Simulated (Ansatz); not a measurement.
CH$_{8}$ClNSi$_{2}$, SMILES `N[SiH2]C[SiH2]Cl`, relaxed with RKS PBE-D4/def2-SVP in Ansatz from a rough embedded geometry. The force threshold is 0.03 eV/Å; the program also tests the step.

Total charge 0; spin multiplicity 1.

Start:

```xyz
13

N    -0.653    1.904    1.310
Si   -0.599    0.806    0.042
C     0.712   -0.404    0.352
Si    0.718   -1.662   -0.935
Cl    1.558   -0.914   -2.701
H    -1.069    1.568    2.132
H    -1.292    2.702    1.035
H    -0.354    1.570   -1.172
H    -1.968    0.198    0.074
H     0.527   -0.923    1.357
H     1.684    0.053    0.456
H     1.457   -2.848   -0.587
H    -0.722   -2.050   -1.362
```

Task: By how much does the energy fall, and how many steps does the optimiser take? (An estimate is asked.)

Result: Ansatz gave: 64.71 kJ/mol, in 16 steps.

Task: Which bonds change most? (Best estimate.)

Result: The calculation gave: Si2–C3 from 1.812 to 1.896 Å; C3–Si4 from 1.800 to 1.877 Å; N1–Si2 from 1.678 to 1.751 Å; Si4–H12 from 1.440 to 1.503 Å.

Task: Give the relaxed structure. (Estimate.)

Result: The calculation gave: 
```xyz
13

N    -0.734    1.966    1.398
Si   -0.614    0.940   -0.015
C     0.604   -0.463    0.360
Si    0.733   -1.797   -0.953
Cl    1.001   -0.909   -2.829
H    -1.128    1.567    2.255
H    -1.120    2.904    1.257
H    -0.110    1.818   -1.124
H    -1.902    0.288   -0.478
H     0.284   -0.968    1.301
H     1.606   -0.023    0.555
H     1.904   -2.708   -0.714
H    -0.526   -2.613   -1.012
```
